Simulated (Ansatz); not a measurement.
Consider the ligand exchange at a Ge–N bond: `[NH2][GeH2][OH]` + H₂S → `[OH][GeH2][SH]` + NH₃.

Computed with Ansatz on PBE0-D4/def2-TZVP structures; ΔE is electronic, products minus reactants. CCSD(T)/CBS adds triple-zeta CCSD(T) − MP2 to the extrapolated MP2 energy (def2 sets, frozen cores). This one scheme is used for every species. DFT in def2-TZVPP. B3LYP here is the variant with VWN-RPA as its local correlation; programs differ in this. For Ge outer-core shells are correlated without core-valence functions, which leaves a few kJ/mol of doubt a bond. Scalar relativity is left out up to krypton. One conformer a species, not always the lowest.

(1) Is it downhill or uphill in electronic energy at CCSD(T)/CBS, and by how much? (An estimate is asked.)

(2) What do these levels give: PBE0-D4, B3LYP-D4, BHLYP-D4, CAM-B3LYP-D4, ωB97X-V, ωB97M-V, PBE-QIDH, r2SCANh, CAM-B3LYP, HF/def2-SVP, HF/def2-TZVPP, HF/CBS(def2)? (Estimate.)

Largest T1 diagnostic among the species: 0.012.

Answers

(1) Ansatz gave: Downhill: ΔE = -46.1 kJ/mol.

(2) The calculation gave: PBE0-D4 -53.6, B3LYP-D4 -49.7, BHLYP-D4 -47.9, CAM-B3LYP-D4 -44.0, ωB97X-V -46.0, ωB97M-V -47.7, PBE-QIDH -49.4, r2SCANh -51.4, CAM-B3LYP -42.9, HF/def2-SVP -40.4, HF/def2-TZVPP -41.0, HF/CBS(def2) -40.3 kJ/mol.

In def2-TZVPP, CCSD(T) changes the Hartree–Fock value by −3.4 kJ/mol (the triples alone add −1.7 kJ/mol) and MP2 by −5.9 kJ/mol. Leaving LDA and LC-ωPBE aside and taking each functional with its dispersion term where it has one, the values, not all of them listed here, spread over 11.3 kJ/mol, from PBE-D4 to CAM-B3LYP-D4. LDA lies +4.9 kJ/mol from PBE without D4. From BLYP to BHLYP (50 % exact exchange), in def2-TZVPP and without D4, ΔE moves by +4.1 kJ/mol.
